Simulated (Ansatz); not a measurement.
Born–Oppenheimer molecular dynamics of ClGaH$_{2}$O (5 atoms, charge 0, multiplicity 1). It starts at the highest image of a converged band. Of that band: Neighbouring images differ by up to 1.4 eV, so the band resolves the path poorly. A vibrational analysis at the climbing image gives one clearly imaginary mode, 904i cm⁻¹: a first-order saddle point.

Method: Ansatz 0.2.0, RKS r2SCAN-D4/def2-SVP.

| Property | Result |
| --- | --- |
| ensemble | NVE (velocity Verlet) |
| time step | 0.5 fs |
| steps asked | 200 |
| starting velocities drawn for | 100 K |
| seed | 2965 |

First frame:

```xyz
5
Properties=species:S:1:pos:R:3
Ga 0.324 0.028 -0.679
Cl 0.963 -0.222 1.758
H 1.676 0.174 0.193
O -1.404 -0.302 -0.884
H -1.851 -0.526 -0.054
```

(1) How far do the bonds stretch over the last three quarters of this one trajectory? (Pairs bonded in most of those frames.)

Results:

(1) 
| bond | mean (Å) | spread (Å) | shortest | longest |
| --- | --- | --- | --- | --- |
| Ga1–Cl2 | 2.233 | 0.219 | 1.91 | 2.57 |
| Ga1–H3 | 1.602 | 0.061 | 1.49 | 1.73 |
| Ga1–O4 | 1.776 | 0.058 | 1.68 | 1.87 |
| O4–H5 | 0.974 | 0.015 | 0.95 | 1.01 |

Pairs bonded in part of these frames only: Ga1–H5 6 %.

Mean temperature of the second half: 3143 K. The conserved energy stayed within 0.17 meV per atom of its start (net change -0.024 meV per atom), so the integration is sound. The kinetic energy rose, since the run started high on the potential surface and went downhill. A run of 0.1 ps of so small a system gives no equilibrium averages. The orbitals stay closed-shell, which can raise the energy where a bond breaks towards radicals; this wasn't checked here.

Time of the run: 5.4 min on 2 threads of Intel(R) Xeon(R) Platinum 8259CL CPU @ 2.50GHz (Skylake/Cascade Lake) (shared host), peak memory 0.15 GiB.
